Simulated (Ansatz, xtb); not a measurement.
## CH2BO2−: which of two structures lies lower

We compare a, a singlet given by its coordinates, with b, `O=CB[O-]`, a singlet. Both are isolated ions in the gas phase, relaxed with BLYP-D3(BJ)/def2-SVPD; the shapes shown needn't be the lowest conformers.

a (Å):

```xyz
6

C    -0.5960   -0.1802    0.5491
B    -1.3595    1.1697    0.6421
O    -1.7858   -0.3581    1.1476
O     0.2888   -1.0073    0.2946
H    -1.1371    1.9644    1.5530
H    -2.0171    1.5949   -0.3053
```

Close contacts (Å): C1–B2 1.55, C1–O3 1.34, C1–O4 1.24, B2–O3 1.66, B2–H5 1.23, B2–H6 1.23.

b (Å):

| atom | x (Å) | y (Å) | z (Å) |
| --- | --- | --- | --- |
| C | 0.0320 | -1.1658 | -0.4174 |
| B | -1.1927 | -0.0727 | -0.3059 |
| O | 0.0078 | -2.3136 | -0.8898 |
| O | -0.9703 | 1.0849 | 0.2430 |
| H | 1.0351 | -0.7996 | 0.0070 |
| H | -2.2839 | -0.4783 | -0.7835 |

Energies in hartree; the thermal terms are from BLYP-D3(BJ)/def2-SVPD harmonic frequencies (ideal gas, rigid rotor, one conformer each, 298.15 K, 1 atm) and include the zero-point energy:

```
                               a           b
E, CCSD(T)/def2-SVPD  −213.972090  −213.986166
    E, MP2/def2-SVPD  −213.932437  −213.944902
  E, MP2/def2-TZVPPD  −214.299857  −214.307995
   zero-point energy     0.030853     0.030578
        H(298 K) − E     0.035744     0.036155
        G(298 K) − E     0.005065     0.003360
```

Q: Correct the CCSD(T) difference for the basis set by the MP2 change, then work out ΔE, ΔE₀, ΔH and ΔG for a → b in kcal/mol (1 Eh = 627.51 kcal/mol) and the equilibrium ratio [b]/[a].

A: 1. Differences b − a: CCSD(T) −0.014076, MP2 in the small set −0.012465, MP2 in the large set −0.008138 Eh.
2. ΔE = −0.014076 + (−0.008138 − (−0.012465)) = −0.009749 Eh = −6.12 kcal/mol.
3. ΔE₀ = ΔE + ΔZPE = −0.009749 + (−0.000275) Eh = −6.29 kcal/mol.
4. ΔH = ΔE + (+0.000411) Eh = −5.86 kcal/mol.
5. ΔG = ΔE + (−0.001705) Eh = −7.19 kcal/mol, so ΔS = (ΔH − ΔG)/T = +18.6 J/(mol K).
6. kT = 0.9442 mEh, so K = [b]/[a] = exp(−ΔG/kT) = exp(+12.13) ≈ 1.9 × 10^5.

Structure b is favoured at this temperature. An error of 1 kcal/mol in ΔG would change K by a factor of 5.4. GFN2-xTB, HF/STO-3G gave ΔE the other sign. Large T1 diagnostics make the coupled-cluster value less sure. Mirror images and further conformers aren't counted.

Other levels gave ΔE = +16.0 (GFN2-xTB); +8.8 (HF/STO-3G, GFN2-xTB geometries); −3.5 (r2SCAN-D4/def2-SVPD, GFN2-xTB geometries); −8.3 (BLYP-D3(BJ)/def2-SVPD); −11.5 (HF/def2-SVPD); −7.8 (MP2/def2-SVPD); −8.8 (CCSD(T)/def2-SVPD) kcal/mol. The correlated steps freeze 4 core orbitals. Programs: Ansatz 0.2.0, xtb 6.7.1.
